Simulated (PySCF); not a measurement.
Electric field gradients and quadrupole coupling constants

C7H10O.
Z-matrix (Å and degrees, GFN2-xTB geometry), rows numbered from 1:
```
C 
C   1  1.3223
C   2  1.4822  1  123.24
C   3  1.5505  2  117.92  1  -149.31
C   4  1.5290  3   99.11  2  -179.75
O   5  1.4324  4  100.35  3    44.69
C   6  1.4183  5  101.60  4     0.45
C   7  1.5348  3   87.62  2    80.81
H   1  1.0764  2  121.93  3  -179.56
H   1  1.0777  2  121.73  3     0.27
H   2  1.0811  1  119.59  3   179.99
H   3  1.0925  2  110.09  1   -14.19
H   4  1.0845  3  122.86  2    48.14
H   5  1.0941  4  113.68  3   -72.56
H   5  1.0942  4  113.37  3   161.91
H   7  1.0847  3  123.73  2   -50.00
H   8  1.0881  4  117.18  3  -150.88
H   8  1.0832  4  114.76  3    76.81
```

Field gradients from the PBE0/pcSseg-1 density (PySCF, non-relativistic), principal values in atomic units, ordered |Vxx| ≤ |Vyy| ≤ |Vzz|:

```json
{"atom": "O6", "Vxx": "0.1987", "Vyy": "1.9395", "Vzz": "-2.1382"}
```

**Question.** Find the asymmetry η = (Vxx − Vyy)/Vzz and the couplings χ = eQV/h (234.96 MHz × Q in barn × V in au), with Q(17O) = −0.0256 b.

**Answer.** 
| atom | environment | nucleus | η | χzz (MHz) | χxx (MHz) | χyy (MHz) |
| --- | --- | --- | --- | --- | --- | --- |
| O6 | cyclic ether oxygen | 17O | 0.81 | 12.86 | -1.20 | -11.67 |

The tensor is traceless: Vxx + Vyy + Vzz = 0.

**Question.** What is Vzz at O6 in SI units (1 au = 9.71736 × 10²¹ V/m²)?

**Answer.** -2.1382 au = -20.778 × 10²¹ V/m².

**Question.** What couplings would deuterons (Q(2H) = 0.00286 b) have in place of the hydrogens, at this geometry?

**Answer.** 
| atom | bonded to | bond length (Å) | Vzz (au) | η | χzz (kHz) |
| --- | --- | --- | --- | --- | --- |
| H9 | C1 | 1.076 | 0.3390 | 0.05 | 228 |
| H10 | C1 | 1.078 | 0.3357 | 0.06 | 226 |
| H11 | C2 | 1.081 | 0.3263 | 0.06 | 219 |
| H12 | C3 | 1.092 | 0.3007 | 0.06 | 202 |
| H13 | C4 | 1.085 | 0.3224 | 0.01 | 217 |
| H14 | C5 | 1.094 | 0.2951 | 0.03 | 198 |
| H15 | C5 | 1.094 | 0.2950 | 0.03 | 198 |
| H16 | C7 | 1.085 | 0.3146 | 0.04 | 211 |
| H17 | C8 | 1.088 | 0.3132 | 0.03 | 211 |
| H18 | C8 | 1.083 | 0.3235 | 0.05 | 217 |

Isolated species at its GFN2-xTB geometry (one conformer only). GFN2-xTB bond lengths can be off by several hundredths of an ångström, more for odd bonds, and the gradients follow them. The basis is small and wasn't made for field gradients, so the couplings can be 20 % off.

These values come from a run that also computed NMR shieldings. The run took 52 s on one thread of an Arm Neoverse N1 (shared host).
